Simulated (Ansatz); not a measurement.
Start from `BrC(Br)I` and change one atom or group to get `BrC(Br)Br`.

Ansatz, PBE0-D4/def2-TZVP geometries, multiplicity 1. 

Elements past krypton have def2 core potentials. Scalar relativity is left out up to krypton.

```csv
property,`BrC(Br)I`
size of the dipole moment (ωB97M-V/def2-TZVPP) / D,0.86
HOMO–LUMO gap (PBE/def2-TZVPP) / eV,3.38
HOMO–LUMO gap (B3LYP/def2-TZVPP) / eV,4.95
HOMO–LUMO gap (ωB97M-V/def2-TZVPP) / eV,9.61
"ideal-gas entropy at 298 K and 1 bar (rigid rotor, harmonic PBE0-D4/def2-TZVP) / J/(mol·K)",348
LUMO energy (PBE/def2-TZVPP) / eV,-3.09
```

Task: Give the same properties after the change, and the shifts. (Estimate.)

Result: Ansatz gave: 
```csv
property,`BrC(Br)Br`,shift
size of the dipole moment (ωB97M-V/def2-TZVPP) / D,0.90,0.04
HOMO–LUMO gap (PBE/def2-TZVPP) / eV,4.09,0.71
HOMO–LUMO gap (B3LYP/def2-TZVPP) / eV,5.80,0.85
HOMO–LUMO gap (ωB97M-V/def2-TZVPP) / eV,10.63,1.02
"ideal-gas entropy at 298 K and 1 bar (rigid rotor, harmonic PBE0-D4/def2-TZVP) / J/(mol·K)",331,-17
LUMO energy (PBE/def2-TZVPP) / eV,-2.74,0.35
```

With PBE0 the HOMO falls by 0.46 eV and the LUMO rises by 0.43 eV, so the gap widens by about 0.89 eV. PBE moves the HOMO by -0.35 eV and ωB97M-V by -0.51 eV. Dipoles are sizes alone; their direction can turn.

B3LYP here is the variant with VWN-RPA as its local correlation; programs differ in this.

Spin–orbit coupling is left out; it splits and shifts lone-pair levels of the heavy atoms by tenths of an eV.
